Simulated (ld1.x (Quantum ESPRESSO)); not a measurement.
**What one change does to a pseudopotential (nickel (Ni), TM)**

Ni (Z = 28), norm-conserving Troullier–Martins (Kleinman–Bylander form), made with ld1.x (Quantum ESPRESSO) 7.5 (PBE, scalar-relativistic). Core [Ne], reference 3s2 3p6 3d8 4s2 4p0. Waves: 3s (bound): rc 1.05 bohr; 3p (bound): rc 1.05 bohr; 3d (bound): rc 1.70 bohr. Local part: the d channel. Core correction: none.

Occupied shells without a wave of their own: 4s. They enter only through the test configuration that unscreens the potential.

Change: wave 3p (bound): rc 1.05 bohr becomes 3p (bound): rc 1.12 bohr.

Cutoffs: the cutoffs (Ry, on a coarse ladder) from which the occupation-weighted sum of valence levels, in a spherical-Bessel basis at the reference potential, stays within 10 and 1 mRy of its value at 400 Ry; they do not see the model core or the augmentation charge, which bear on the density cutoff. Errors are all-electron minus pseudo energies relative to the spin-unpolarised reference configuration.

Q: Predict the effect on cutoff, ghosts and configuration errors.

A: The potential gets neither clearly harder nor softer (140 Ry and 180 Ry → 140 Ry and 180 Ry); the errors of the 7 common tests hardly move; neither file shows a bound ghost.

| quantity | base | changed |
| --- | --- | --- |
| cutoff, loose | 140 Ry | 140 Ry |
| cutoff, tight | 180 Ry | 180 Ry |
| bound ghosts | none | none |
| error for 3s2 3p6 3d8 4s1 4p0, meV [ΔE 9.32 eV] | -16 | -16 |
| error for 3s2 3p6 3d8 4s0 4p0, meV [ΔE 26.67 eV] | -296 | -297 |
| error for 3s2 3p6 3d7 4s0 4p0, meV [ΔE 64.14 eV] | -1307 | -1307 |
| error for 3s2 3p6 3d8 4s1 4p1, meV [ΔE 4.60 eV] | -345 | -344 |
| error for 3s2 3p5 3d8 4s2 4p0, meV [ΔE 79.52 eV] | +230 | +229 |
| error for 3s2 3p6 3d8 4s1.5 4p0, meV [ΔE 3.72 eV] | +8.1 | +8.1 |
| error for 3s2 3p6 3d8.5 4s1.5 4p0, meV [ΔE -1.18 eV] | +73 | +73 |
| s: phases at 1.84 bohr within 0.05 rad from the reference energy up to (Ry; the scan ends near 5) | -0.2 | -0.2 |
| p: phases at 1.84 bohr within 0.05 rad from the reference energy up to (Ry; the scan ends near 5) | -1.0 | -1.0 |
| d: phases at 1.84 bohr within 0.05 rad from the reference energy up to (Ry; the scan ends near 5) | 1.0 | 1.0 |

Base: The 4s level has no wave, so the channel is fitted at the deeper level alone: the likely source of the large errors. Changed file: The 4s level has no wave, so the channel is fitted at the deeper level alone: the likely source of the large errors.
